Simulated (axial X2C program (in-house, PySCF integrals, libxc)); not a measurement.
**Outer orbitals of RuSi⁺ at 2.072 Å, PBE0**

Computed with an in-house all-electron X2C program for linear molecules (integrals from PySCF). Spin-free means the one-electron spin-free X2C Hamiltonian; two-component (2c) means X2C with spin–orbit coupling and atomic mean-field two-electron Coulomb and Gaunt terms, so the difference of the two also holds small scalar two-electron terms. Basis: Ru dyall-v3z [12s12p8d3f2g], Si dyall-v3z [8s7p2d1f] (cores contracted in-house); Gaussian nuclei, density fitting, unrestricted open shells. Masses: Ru 101.904 u, Si 27.977 u.

The distance is close to the 2c PBE0 minimum; the highest filled and lowest empty levels are listed.

Spin-free orbitals, state M_S = 3/2, Λ = 0 (beyond evenly filled blocks: σα, δ+α, δ-α) (Löwdin shares):

| symmetry | occupied | ε (eV) | atomic character |
| --- | --- | --- | --- |
| σα | yes | -18.79 | 54% Si s, 23% Ru d, 11% Ru p |
| σβ | yes | -18.75 | 55% Si s, 20% Ru d, 12% Ru p |
| δ-α | yes | -15.29 | 99% Ru d |
| δ+α | yes | -15.29 | 99% Ru d |
| π+α | yes | -14.76 | 86% Ru d, 9% Si p, 3% Si d |
| π-α | yes | -14.76 | 86% Ru d, 9% Si p, 3% Si d |
| σα | yes | -14.37 | 68% Ru d, 12% Si s, 10% Si p |
| π+β | yes | -13.51 | 76% Ru d, 18% Si p, 3% Si d |
| π-β | yes | -13.51 | 76% Ru d, 18% Si p, 3% Si d |
| σβ | yes | -12.84 | 55% Ru d, 26% Si p, 12% Si s |
| σα | yes | -11.71 | 54% Si p, 36% Ru s, 5% Ru d |
| δ-β | no | -9.06 | 98% Ru d |
| δ+β | no | -9.06 | 98% Ru d |
| σβ | no | -8.57 | 39% Si p, 37% Ru s, 20% Ru d |
| π-α | no | -8.28 | 59% Si p, 24% Ru p, 13% Ru d |
| π+α | no | -8.28 | 59% Si p, 24% Ru p, 13% Ru d |

The lowest two-component determinant found has another configuration (Ω = 5/2 (⟨Sz⟩ = 0.50, ⟨Lz⟩ = 2.00 at PBE0)), so the levels differ by more than spin–orbit coupling. Its spinors:

```csv
ω,occupied,ε (eV),atomic character,λ mixture
-1/2,yes,-18.69,"59% Si s, 17% Ru d, 12% Ru p",100% σ
1/2,yes,-18.10,"55% Si s, 22% Ru d, 11% Ru p",100% σ
-1/2,yes,-13.56,"82% Ru d, 13% Si p, 2% Si d","98% π, 2% σ"
3/2,yes,-13.44,"82% Ru d, 13% Si p, 2% Si d","99% π, 1% δ"
1/2,yes,-13.26,"67% Ru d, 15% Si p, 10% Si s","86% σ, 14% π"
-3/2,yes,-13.18,98% Ru d,"93% δ, 7% π"
1/2,yes,-12.91,"69% Ru d, 23% Si p, 2% Ru p","86% π, 14% σ"
5/2,yes,-12.89,99% Ru d,100% δ
-3/2,yes,-12.70,"69% Ru d, 24% Si p, 2% Ru p","94% π, 6% δ"
-1/2,yes,-12.67,"44% Ru d, 43% Si p, 8% Si s","98% σ, 2% π"
3/2,yes,-11.86,99% Ru d,"99% δ, 1% π"
1/2,no,-9.05,"47% Si p, 41% Ru s, 8% Ru d",100% σ
-1/2,no,-8.54,"35% Ru s, 32% Ru d, 29% Si p","100% σ, 0% π"
-5/2,no,-8.05,98% Ru d,100% δ
1/2,no,-7.79,"50% Si p, 27% Ru d, 15% Ru p",100% π
```

Problem. How does the gap between the highest filled and lowest empty level change from the spin-free to the 2c table?

Solution. From 2.65 to 2.81 eV at PBE0, a change of 0.16 eV.

Mulliken charges and populations of the two-component result (they depend on the basis, above all on diffuse functions):

Ru 0.51 e (s 8.10 p 18.07 d 17.31 f 0.01), Si 0.49 e (s 5.84 p 7.52 d 0.13 f 0.02). ⟨Lz⟩ = 2.00 ħ and ⟨Sz⟩ = 0.50 ħ (0.79 and -0.29 on the two atoms), which add up to Ω.

The state is one determinant whose occupation by symmetry is held fixed; it was picked as the lowest of a PBE0 search that is not exhaustive. Density functionals use the spin component along the axis (collinear). PBE0 can misorder states that lie within some tenths of an eV, so this need not be the ground state of the molecule. The nearest other spin-free determinant of the search, M_S = 1/2, Λ = 2, lies 0.002 eV up at the distance of the search. The functionals have no current-density term, which raises determinants with orbital currents, atoms included. The determinant is spin-polarised beyond a pure state at some levels (its spin-free form has ⟨S²⟩ too high), which makes Re and μ there less reliable.
